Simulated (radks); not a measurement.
Results of a calculation; reference values are marked as such.
The dysprosium ion Dy2+, 64 electrons, occupied as [Xe] 4f9 5d1 (not the ground configuration). Level of theory: scalar-relativistic Kohn-Sham, SCAN, spin-polarised, spherical densities, finite nucleus; open shells are filled with parallel spins first (spin-orbit coupling, left out, can overturn this in heavy ions); meta-GGA in the generalised Kohn-Sham scheme; Fermi nuclear charge, rms radius 5.2218 fm (a radial shooting solver on a logarithmic mesh with Libxc functionals).

Radial electron density D(r) = 4 pi r^2 rho(r):

r (bohr)  D(r) (e/bohr)  spin D(r)
0.001586          9.736  0.0000572
0.002132          15.21  0.0000880
0.002843          22.93   0.000130
0.003823          33.83   0.000184
0.00514           47.73   0.000240
0.00691           63.48   0.000274
0.009217          77.81   0.000232
0.01239           87.18  0.0000253
0.01666           87.61  -0.000450
0.0224            81.23   -0.00121
0.03012           78.76   -0.00199
0.04017           90.98   -0.00190
0.054             112.3   0.000973
0.0726            115.9     0.0115
0.09761           96.11     0.0481
0.1302            90.43      0.175
0.175             104.7      0.604
0.2353            85.42       1.72
0.3164            48.90       3.80
0.422             50.77       5.94
0.5674            51.25       6.52
0.7628            28.78       5.01
1.026             15.32       3.07
1.368             10.21       1.56
1.839             4.923      0.798
2.473             1.417      0.438
3.324            0.2758      0.173
4.434           0.04541     0.0407
5.961          0.004121    0.00403
8.015         0.0001302   0.000129

D(r) has 4 maxima, at r = 0.0145, 0.0649, 0.181, 0.495 bohr, and minima at 0.0278, 0.119, 0.354 bohr, inside which lie 1.93, 11.16, 29.46 electrons.
